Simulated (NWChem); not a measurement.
System: C₃H₅ClO; SMILES C=C(Cl)OC

Input file for NWChem:

```
start job
memory heap 200 mb stack 900 mb global 1100 mb
geometry units angstroms noautosym nocenter noautoz
  C     -1.649485    -0.802020    -0.209944
  C     -0.534458    -0.210441     0.212507
  Cl     0.930586    -1.170475     0.550809
  O     -0.442172     1.100476     0.493637
  C      0.588538     1.846462    -0.166790
  H     -2.522263    -0.193424    -0.418956
  H     -1.712056    -1.875851    -0.324515
  H      0.455432     2.880431     0.154148
  H      0.478666     1.775408    -1.255412
  H      1.580297     1.490265     0.128760
end
basis spherical
  C library def2-svp
  Cl library def2-svp
  O library def2-svp
  H library def2-svp
end
dft
  xc m05-2x
  iterations 150
end
cosmo
  do_cosmo_smd true
  solvent water
end
task dft energy
```

Geometry: optimised at B3LYP/6-31G* (spherical d). Solvent: water.

Level: M05-2X/def2-SVP with SMD (1 M gas to 1 M solution), gas-phase geometry.

Q: What results follow from this input? (M05-2X/def2-SVP, SMD on the gas-phase geometry.) Quantities: solvation free energy (kcal/mol); cavity-dispersion-structure term (kcal/mol); dipole in solution (D).

A: 
- solvation free energy (kcal/mol): -0.2
- cavity-dispersion-structure term (kcal/mol): 4.3
- dipole in solution (D): 2.00
